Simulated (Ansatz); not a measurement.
Ideal-gas functions of `F[CH2][GaH][I]` at 500 K and 1 bar, from an Ansatz frequency run at PBE0-D4/def2-TZVP.

Molar mass 230.66 g/mol, point group Cs (symmetry number 1), electronic degeneracy 1, moments of inertia 52.848, 633.966, 683.671 u Å². Harmonic wavenumbers (cm⁻¹, unscaled): 56, 74, 212, 281, 385, 541, 622, 692, 1060, 1240, 1274, 1452, 2013, 3042, 3097.

Use S(trans) = R[1.5 ln M + 2.5 ln T − 1.1517]; rotational temperatures θ = 24.2544 K / I; S(rot) = R[ln(√π/σ · √(T³/θAθBθC)) + 1.5]; for each mode x = 1.438777 ν̃/T, S = R[x/(eˣ − 1) − ln(1 − e⁻ˣ)] and H = RT x/(eˣ − 1); 1 cm⁻¹ = 0.0119627 kJ/mol; R = 8.31446 J/(mol·K).

**Question.** By hand: the entropy, in J/(mol·K).

**Answer.** Translation 187.5. Rotation: θ = 0.4589, 0.0383, 0.0355 K, giving 125.4. Vibration, mode by mode: 23.50, 21.19, 12.55, 10.30, 7.88, 5.43, 4.50, 3.84, 1.66, 1.10, 1.02, 0.67, 0.17, 0.01, 0.01, in all 93.8. Electronic 0.0. Sum 406.7 J/(mol·K).

**Question.** By hand: H − E and G − E in kJ/mol, counted from the electronic energy.

**Answer.** Zero-point energy ½ × 16041 × 0.0119627 = 95.9; thermal vibration 21.9; translation, rotation and pV give 4 RT = 16.6. H − E = 134.4 kJ/mol, and G − E = 134.4 − 500 × 406.7/1000 = -68.9 kJ/mol.

Vibration gives 23 % of the entropy, 44.7 J/(mol·K) of it from the modes under 150 cm⁻¹: soft modes count most, and the harmonic formula is weakest for them. The sum counts one conformer and one mirror image; others add a mixing term.
